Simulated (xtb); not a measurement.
neopentasilane (H₁₂Si₅), SMILES [SiH3][Si]([SiH3])([SiH3])[SiH3]. All values are semi-empirical tight-binding results from xtb (GFN2-xTB unless named), good for trends rather than for accurate numbers. Geometry: GFN2-xTB.

Optimised geometry:

```xyz
17

Si    -0.4086    -0.8740    -2.1362
Si     0.0008     0.0007    -0.0011
Si    -0.0207     2.3427    -0.0978
Si    -1.6641    -0.7346     1.4762
Si     2.0934    -0.7345     0.7587
H     -1.7087    -0.4581    -2.6679
H     -0.4080    -2.3384    -2.1509
H      0.5927    -0.4511    -3.1180
H      0.2408     2.9605     1.2043
H     -1.3102     2.8685    -0.5513
H      0.9874     2.8755    -1.0173
H     -3.0020    -0.2998     1.0689
H     -1.7183    -2.1949     1.5758
H     -1.4654    -0.2354     2.8389
H      2.1771    -2.1942     0.8406
H      3.1890    -0.3090    -0.1152
H      2.4139    -0.2283     2.0952
```
Charge 0, spin multiplicity 1.

Question: Estimate the properties. (An estimate is asked for; the answer gives what the named calculation found.)

Answer: 
The point group as xtb finds it is Td and the orbital gap is 3.96 eV. The dipole moment is 0.01 D and the zero-point energy is 59.9 kcal/mol. The G − E(el) at 298.15 K (modified RRHO) is 35.5 kcal/mol and the static polarisability (D4 model) is 145.2 bohr³. The solvation energy, GFN2-xTB/ALPB(water) comes out as -1.4 kcal/mol and the solvation energy, GFN2-xTB/ALPB(acetonitrile) is -4.0 kcal/mol.

Computed atomic charges and the Wiberg bond orders between heavy atoms:
charges (e) Si1 0.36, Si2 0.11, Si3 0.36, Si4 0.36, Si5 0.36, H6 -0.13, H7 -0.13, H8 -0.13, H9 -0.13, H10 -0.13, H11 -0.13, H12 -0.13, H13 -0.13, H14 -0.13, H15 -0.13, H16 -0.13, H17 -0.13. Bond orders Si1–Si2 0.85, Si2–Si3 0.85, Si2–Si4 0.85, Si2–Si5 0.85.
